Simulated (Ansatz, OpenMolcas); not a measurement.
The same job for Ansatz

OpenMolcas 26.06 runs this on triplet CH5BFN:

job.inp:
```
&GATEWAY
  BasLib=$CurrDir
  Coord
  9
  angstrom
  C       -0.428400       0.964700      -0.539000
  B        0.098200      -0.482300      -0.251400
  N        0.546200      -0.928100       0.993800
  F        0.128500      -1.370900      -1.263800
  H        0.176600       1.438400      -1.318100
  H       -0.424000       1.616300       0.336600
  H       -1.450400       0.924300      -0.928000
  H        0.878700      -1.865200       1.143700
  H        0.563100      -0.343500       1.809000
  Basis=3-21G
  Group=NoSym

&SEWARD

&SCF
  UHF
  Spin=3
  Thresholds=1e-10 1e-07 1e-07 1e-05
  PrOrbitals=1 1
```

```bash
$ export MOLCAS_MEM=1860
$ pymolcas job.inp > job.log
```

(Basis files named in the input come from the Basis Set Exchange and aren't shown.)

The shape is that of a PBE0-D4/def2-TZVP optimisation. That shape belongs to the parent species and isn't relaxed for this state.

It gives a total energy of -218.030243 Eh.

**Question.** Translate the job to Ansatz 0.2.0 as an input file of the program's own.

**Answer.** For example:

job.yaml:
```yaml
crystal:
  periodic: [false, false, false]
  atoms:
    - {symbol: C, position_ang: [-0.428400, 0.964700, -0.539000]}
    - {symbol: B, position_ang: [0.098200, -0.482300, -0.251400]}
    - {symbol: "N", position_ang: [0.546200, -0.928100, 0.993800]}
    - {symbol: F, position_ang: [0.128500, -1.370900, -1.263800]}
    - {symbol: H, position_ang: [0.176600, 1.438400, -1.318100]}
    - {symbol: H, position_ang: [-0.424000, 1.616300, 0.336600]}
    - {symbol: H, position_ang: [-1.450400, 0.924300, -0.928000]}
    - {symbol: H, position_ang: [0.878700, -1.865200, 1.143700]}
    - {symbol: H, position_ang: [0.563100, -0.343500, 1.809000]}
basis:
  gaussian: {orbitals: 3-21G.json}
magnetization: {spin_polarized: true, initial_magnetization: 2}
hamiltonian: {xc: hf}
output: {orbitals: {seedname: orbitals}}
accuracy: high
```

```bash
$ ansatz run job.yaml --threads 1 --pin off --max-ram 3480MiB --events-out events.jsonl --progress --plain --runs-dir runs
```

(Basis files named in the input come from the Basis Set Exchange and aren't shown.)

Its energy is -218.030243 Eh, the same as the first but for the last digit, at most.
